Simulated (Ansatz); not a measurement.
A nudged elastic band was laid between two geometries of F2H2O2Si (7 atoms, charge 0, multiplicity 1).

Theory: RKS PBE-D4/def2-SVP in Ansatz.

```yaml
movable_images: 7
climbing_image: yes
spring: 5.0 eV/Å²
optimiser: quadratic models (default)
start_path: through a guess of the saddle point
force_threshold: 0.03 eV/Å
iteration_limit: 60
end_points: relaxed
```

Initial state:

```xyz
7
Properties=species:S:1:pos:R:3
Si -0.154 0.067 0.318
O 1.272 0.056 -0.513
O -1.196 -1.001 -0.367
H -1.078 -1.138 -1.323
F -0.750 1.577 0.354
F 0.023 -0.353 1.869
H 1.883 0.792 -0.337
```

Final state:

```xyz
7
Properties=species:S:1:pos:R:3
Si -0.619 0.009 0.553
O 0.966 -0.260 -0.565
O -1.642 -0.811 -0.264
H 0.491 -0.765 -1.272
F -0.476 1.634 0.529
F 0.023 -0.395 1.985
H 1.258 0.588 -0.966
```

(1) Which bonds break or form, and what moves?

(2) Give the energies along the band, and the barrier.

(3) What is the geometry of the highest image?

(4) What are the harmonic wavenumbers there?

## Answers

(1) Bonds broken: O3–H4. Bonds formed: O2–H4.

(2) It converged. The highest image is number 6 of 0 to 8, 2.02 eV above the first end and 0.06 eV above the last; the last end lies 1.96 eV above the first. A vibrational analysis at the climbing image gives one clearly imaginary mode, 538i cm⁻¹: a first-order saddle point. The orbitals stay closed-shell, which can raise the energy where a bond breaks towards radicals; this wasn't checked here.

```tsv
image	path coordinate (Å)	energy (eV)	O3–H4 (Å)	O2–H4 (Å)
0	0.00	0.00	0.97	2.76
1	0.38	0.02	0.97	2.68
2	0.77	0.05	0.97	2.67
3	1.15	0.14	0.98	2.41
4	1.53	0.50	1.00	1.93
5	1.92	1.40	1.16	1.46
6	2.30	2.02	1.59	1.10
7	2.61	1.98	1.99	1.01
8	2.91	1.96	2.36	0.99
```

(3) 
```xyz
7
Properties=species:S:1:pos:R:3
Si -0.512 0.046 0.526
O 1.016 -0.252 -0.538
O -1.309 -0.838 -0.500
H 0.176 -0.739 -1.046
F -0.593 1.663 0.595
F -0.100 -0.401 2.020
H 1.323 0.521 -1.057
```

(4) 538i, 179, 280, 291, 340, 463, 485, 713, 780, 859, 953, 1206, 1346, 2244, 3658 cm⁻¹.

Time of the run: 39 s on 2 threads of AMD EPYC 9R45 96-Core Processor (Zen 5) (shared host), peak memory 0.19 GiB.
